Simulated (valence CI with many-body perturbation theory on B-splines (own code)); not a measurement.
Level structure of Pb50+

Computed by valence CI with perturbative core correlation (CI+MBPT): four valence electrons over a frozen Dirac-Fock core [Ar] 3d10, a basis of 11 s, 11 p, 10 d, 8 f, 5 g, 2 h functions for each j, with the one-electron correlation potential Σ1 (screened to all orders), the two-electron term Σ2, the three-electron term Σ3, Breit, model QED; selected single and double excitations, second order for the rest, scaled by the run's own slope (own B-spline code, finite nucleus).

The last digits are not significant, and no measured levels were compared; by estimate large intervals hold to a few tenths of a per cent, small ones and those within an open d or f shell to about a per cent. Among the levels kept, up to 400 cm⁻¹ of a level comes from second order outside the variational space, and about a tenth of that is noise between levels of different J, which matters for small intervals.

Levels 136 to 180 of 180, with energies above the lowest level, (4s^2 4p1/2^2) J=0. "Leading %" is the weight of the configuration and term that name the level; weights of strongly mixed levels are sums over their largest components and can fall short, so below about 35 % the name and the second component can differ from the true leading terms, or belong to a minority configuration. In the jj column 3d3/2^4 stands for four electrons in 3d with j = 3/2. Lifetimes count E1, E2, E3, M1 and M2 decay at the calculated energies, and are blank where another channel may lead or the interval is too uncertain; long ones can be off by a factor of two.

```tsv
No.	Configuration	Term	J	E (Ry)	Leading %	Leading jj	Lifetime	g
136	4s 4p 4d2	3P°	0	63.320	43	4s 4p1/2 4d3/2 4d5/2 (86 %)	1.45 ps	
137	4s 4p2 4d	3D	3	63.342	47	4s 4p3/2^2 4d5/2 (91 %)	361 fs	1.245
138	4s 4p 4d2	5D°	3	63.399	18	4s 4p1/2 4d3/2 4d5/2 (65 %)	474 fs	1.176
139	4s 4p2 4f	5F°	1	63.404	58	4s 4p1/2 4p3/2 4f5/2 (73 %)	1.45 ps	0.354
140	4s 4p2 4f	5G°	4	63.527	31	4s 4p1/2 4p3/2 4f5/2 (64 %)	1.07 ps	1.127
141	4s 4p 4d2	5D°	2	63.638	17	4s 4p1/2 4d3/2 4d5/2 (76 %)	416 fs	1.244
142	4s 4p2 4d	3P	1	63.679	36	4s 4p3/2^2 4d5/2 (93 %)	351 fs	1.080
143	4s 4p2 4f	5D°	4	63.738	28	4s 4p1/2 4p3/2 4f7/2 (57 %)	2.41 ps	1.212
144	4s 4p 4d2	3G°	3	63.778	16	4s 4p1/2 4d3/2 4d5/2 (41 %)	697 fs	1.070
145	4s 4p2 4f	5G°	5	63.827	52	4s 4p1/2 4p3/2 4f7/2 (93 %)	2.66 ps	1.276
146	4s 4p 4d2	5S°	2	64.026	11	4s 4p1/2 4d3/2 4d5/2 (63 %)	421 fs	1.244
147	4s 4p2 4f	5D°	3	64.102	26	4s 4p1/2 4p3/2 4f7/2 (54 %)	971 fs	1.165
148	4s 4p2 4f	3G°	5	64.222	43	4s 4p1/2 4p3/2 4f7/2 (46 %)	1.51 ps	1.217
149	4s 4p2 4f	3F°	3	64.276	29	4s 4p1/2 4p3/2 4f5/2 (62 %)	703 fs	1.107
150	4s 4p2 4f	3D°	1	64.276	18	4s 4p1/2 4p3/2 4f5/2 (47 %)	609 fs	0.983
151	4s 4p2 4d	1D	2	64.319	41	4s 4p3/2^2 4d5/2 (92 %)	296 fs	1.086
152	4s 4p 4d2	5D°	4	64.375	26	4s 4p1/2 4p3/2 4f5/2 (37 %)	908 fs	1.225
153	4s 4p2 4f	3D°	2	64.426	32	4s 4p1/2 4p3/2 4f5/2 (49 %)	819 fs	1.025
154	4s 4p2 4f	3P°	0	64.472	55	4s 4p1/2 4p3/2 4f5/2 (95 %)	1.78 ps	
155	4s 4p2 4f	3P°	1	64.550	26	4s 4p1/2 4p3/2 4f5/2 (48 %)	565 fs	1.221
156	4s 4p2 4f	5D°	2	64.561	21	4s 4p1/2 4p3/2 4f7/2 (66 %)	1.37 ps	1.176
157	4s 4p2 4f	3H°	6	64.575	59	4s 4p1/2 4p3/2 4f7/2 (97 %)	3.39 ps	1.227
158	4s 4p2 4f	3F°	4	64.602	30	4s 4p1/2 4p3/2 4f7/2 (68 %)	1.26 ps	1.198
159	4s 4p2 4f	3G°	3	64.638	55	4s 4p1/2 4p3/2 4f5/2 (65 %)	771 fs	0.958
160	4s 4p2 4f	3G°	5	64.674	29	4s 4p1/2 4d5/2^2 (40 %)	2.07 ps	1.196
161	4s 4p2 4f	1F°	3	64.993	42	4s 4p1/2 4p3/2 4f7/2 (60 %)	1.58 ps	1.046
162	4s 4p2 4f	1D°	2	65.063	22	4s 4p1/2 4p3/2 4f5/2 (58 %)	626 fs	0.998
163	4s 4p2 4f	3F°	2	65.082	60	4s 4p1/2 4p3/2 4f5/2 (82 %)	680 fs	0.796
164	4s 4p2 4f	3H°	4	65.109	28	4s 4p1/2 4p3/2 4f5/2 (52 %)	916 fs	1.037
165	4s 4p2 4f	1D°	2	65.377	40	4s 4p1/2 4p3/2 4f7/2 (69 %)	1.42 ps	0.989
166	4s 4p2 4f	3D°	1	65.433	52	4s 4p1/2 4p3/2 4f7/2 (44 %)	936 fs	0.986
167	4s 4p2 4f	3D°	3	65.445	56	4s 4p1/2 4p3/2 4f7/2 (67 %)	720 fs	1.194
168	4s 4p2 4f	1G°	4	65.550	18	4s 4p1/2 4p3/2 4f7/2 (56 %)	1.06 ps	1.088
169	4s 4p2 4f	1P°	1	65.552	47	4s 4p1/2 4p3/2 4f5/2 (63 %)	957 fs	0.808
170	4s 4p2 4f	3D°	2	65.578	16	4s 4p1/2 4d5/2^2 (45 %)	788 fs	1.213
171	4s 4p2 4f	1H°	5	65.704	41	4s 4p1/2 4p3/2 4f7/2 (84 %)	1.02 ps	1.084
172	4s 4p2 4f	1F°	3	65.765	18	4s 4p1/2 4d5/2^2 (39 %)	691 fs	1.125
173	4s 4p2 4f	3F°	4	65.777	35	4s 4p1/2 4p3/2 4f7/2 (73 %)	683 fs	1.156
174	4s 4p2 4f	3F°	3	65.857	20	4s 4p1/2 4d5/2^2 (39 %)	657 fs	1.127
175	4s 4p 4d2	3F°	4	66.041	13	4s 4p1/2 4p3/2 4f7/2 (42 %)	694 fs	1.184
176	4s 4p2 4f	3P°	2	66.243	22	4s 4p1/2 4p3/2 4f7/2 (56 %)	894 fs	1.159
177	4s 4p2 4f	3H°	5	66.303	14	4s 4p1/2 4d5/2^2 (48 %)	946 fs	1.151
178	4s 4p 4d2	3P°	0	66.449	73	4s 4p1/2 4d5/2^2 (93 %)	1.08 ps	
179	4s 4p2 4f	1F°	3	66.668	15	4s 4p1/2 4p3/2 4f7/2 (56 %)	742 fs	1.131
180	4s 4p 4d2	3F°	2	66.765	16	4s 4p1/2 4d5/2^2 (67 %)	911 fs	1.097
```

Where two levels of one J and parity lie close, their mixing, g and order are uncertain.
